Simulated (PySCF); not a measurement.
Z-matrix (Å, degrees):
```
Si
O 1 1.5148
N 1 1.6750 2 126.75
H 3 1.0066 1 122.98 2 179.99
H 3 1.0070 4 113.92 1 179.99
H 1 1.4794 2 126.07 3 180.00
```
Charge 0, spin multiplicity 1.

Q: What is the computed total energy, HOMO–LUMO gap and dipole moment (PBE0-D3(BJ)/def2-TZVP (PySCF))?

A: 
| Property | Result |
|---|---|
| total energy | -421.1179 Ha |
| HOMO–LUMO gap | 7.38 eV |
| dipole moment | 5.03 D |
